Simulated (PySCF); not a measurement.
C6H8ClNP2.
Atom-mapped SMILES: `[CH3:1][N:2]([CH3:3])[c:4]1[cH:5][cH:6][p:7][c:8]([Cl:9])[p:10]1`

NICS is the negative of the GIAO shielding at a point without a nucleus: at the ring centre (0) and 1 Å above and below it (1); zz is the component along the ring normal. Level: GIAO PBE0/pcSseg-1 (PySCF, non-relativistic, gas phase) on the GFN2-xTB geometry, one conformer.

Ring bond lengths (Å), with Mayer bond orders in brackets: C4–C5 1.403 (1.26), C5–C6 1.373 (1.57), C6–P7 1.739 (1.25), P7–C8 1.734 (1.23), C8–P10 1.732 (1.25), P10–C4 1.777 (1.17).

Task: What do the NICS probes read (ppm)?

Result: 
```
              ring                                                 type  NICS(0)  NICS(1), two faces  NICS(1)zz, two faces  rms pucker (Å)  centre to ring atoms, mean (Å)
C4–C5–C6–P7–C8–P10  6-membered ring with 2 P; formal bonds all aromatic     -7.1         -8.9 / -9.0         -20.4 / -20.5            0.00                            1.61
```

Task: What can be read from them?

Result: 
- C4–C5–C6–P7–C8–P10: mean NICS(1)zz -20.4 ppm, shielded.

Task: What does the geometric index give? HOMA = 1 − mean of α(R − Ropt)² over the ring bonds, with Krygowski's 1993 parameters (CC: Ropt 1.388 Å, α 257.7 Å⁻²; CP: Ropt 1.698 Å, α 118.91 Å⁻²).

Result: 
- C4–C5–C6–P7–C8–P10: HOMA 0.77; the largest term is that of P10–C4, α(R − Ropt)² = 0.74.

Task: What are the shieldings of the ring atoms and their hydrogens in the same run (means over atoms taken as equivalent)?

Result: 
```
  atoms                       environment  σ isotropic (ppm)  principal values of the symmetric part, first atom (ppm)
     C4  aromatic carbon bearing nitrogen                4.8                                      -105.9, -20.6, 141.0
     C5                aromatic CH carbon               69.2                                        -28.3, 55.9, 180.1
     C6                aromatic CH carbon               23.6                                       -127.3, 30.7, 167.3
     P7          phosphorus bonded to 2 C              129.8                                       -125.1, 16.3, 498.0
     C8              aromatic C–Cl carbon              -34.9                                       -254.1, 31.6, 117.7
    P10          phosphorus bonded to 2 C              137.0                                       -141.6, 94.4, 458.3
H on C5                 aromatic hydrogen              24.52                                          18.6, 24.0, 31.0
H on C6                 aromatic hydrogen              22.78                                          20.0, 21.2, 27.1
```

The values belong to the conformer `[CH3:1][N:2]([CH3:3])[c:4]1[cH:5][cH:6][p:7][c:8]([Cl:9])[p:10]1`: C1–N2–C4–C5 179°.
